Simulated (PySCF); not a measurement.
## Computed vibrations of [Er(H2O)4]3+

[Er(H2O)4]3+ (singlet in the valence; each metal's 4f electrons, 11 of them, lie in its core potential, out of spins and levels). PySCF 2.14.0, RKS PBE0, Er lcecp-1-SVP with ECP57, O def2-SVP, H def2-SVP; non-relativistic Hamiltonian with scalar-relativistic core potentials where named; density fitting; no spin-orbit coupling. Central differences of gradients.

```xyz
13

Er    0.0000    0.0000    0.0000
O     1.2908    1.3028    1.3028
H     1.6604    1.1020    2.1930
H     1.6604    2.1930    1.1020
O    -1.2908   -1.3028    1.3028
H    -1.6604   -1.1020    2.1930
H    -1.6604   -2.1930    1.1020
O     1.2908   -1.3028   -1.3028
H     1.6604   -2.1930   -1.1020
H     1.6604   -1.1020   -2.1930
O    -1.2908    1.3028   -1.3028
H    -1.6604    2.1930   -1.1020
H    -1.6604    1.1020   -2.1930
```

Run from Python with OMP_NUM_THREADS=2. Where DIIS fails, smearing, a level shift and second-order steps follow.
It took 70 s on 2 threads of Arm Neoverse V2 (shared host).

Problem. What are the harmonic wavenumbers and infrared intensities?

Solution. Modes are labelled in D2d; negative numbers are unstable modes, those under 60 cm⁻¹ near the noise; a finer grid moves soft modes by up to 10 cm⁻¹.
```
cm⁻¹  km/mol  symmetry
-144       –        a2
 -41       –         e
 -41       –         e
   6     0.0        b1
  52     8.6        b2
  62     0.0        a1
  79     0.0        b1
  92     6.4         e
  92     6.4         e
 397     0.0        a1
 397    10.2         e
 397    10.2         e
 402     7.7        b2
 596     0.0        a2
 616     0.2         e
 616     0.2         e
 632     0.0        b1
 650   440.8         e
 650   440.8         e
 654     0.0        a1
 664   922.1        b2
1674   211.5        b2
1674   184.3         e
1674   184.3         e
1680     0.0        a1
3615   600.0         e
3615   600.0         e
3615   690.9        b2
3636     0.0        a1
3652     0.0        a2
3655     0.0        b1
3656   834.3         e
3656   834.3         e
```

Problem. Is this a minimum?

Solution. No: 3 unstable; the lowest moves the atoms so:
```
Er   0.00  0.00  0.00
O    0.00  0.01 -0.01
H    0.29 -0.13 -0.16
H   -0.29  0.16  0.13
O    0.00  0.01  0.01
H    0.29 -0.13  0.16
H   -0.29  0.16 -0.13
O    0.00 -0.01  0.01
H   -0.29 -0.16 -0.13
H    0.29  0.13  0.16
O    0.00 -0.01 -0.01
H   -0.29 -0.16  0.13
H    0.29  0.13 -0.16
```

An lcecp potential fixes the number of 4f electrons, so in runs with it no electron can move into or out of that shell.
